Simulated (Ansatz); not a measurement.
Cartesian coordinates (Å):
```xyz
9

C     -1.6080    -0.7107     0.3748
C     -0.5614    -0.7489    -0.4497
C      0.4157     0.2505    -0.6371
C      1.5483     0.5291     0.0755
H     -1.8397     0.1558     1.0215
H     -2.3108    -1.5404     0.4776
H      0.2796     0.8389    -1.5514
H      2.2685     1.2592    -0.2774
H      1.8079    -0.0335     0.9662
```
Charge -1, spin multiplicity 1.

Method: frozen-core CCSD(T)/aug-cc-pVTZ // B3LYP-D3(BJ)/def2-TZVPD in Ansatz (a first-principles code).

The HF energy comes out as -154.31847 Ha. The MP2 correlation energy is -0.67730 Ha.

Estimate the CCSD correlation energy, the (T) correction, the total energy and the T1 diagnostic.


```
Item                            Result
-----------------------  -------------
CCSD correlation energy    -0.70293 Ha
(T) correction             -0.03755 Ha
CCSD(T) total energy     -155.05895 Ha
T1 diagnostic                    0.018
```
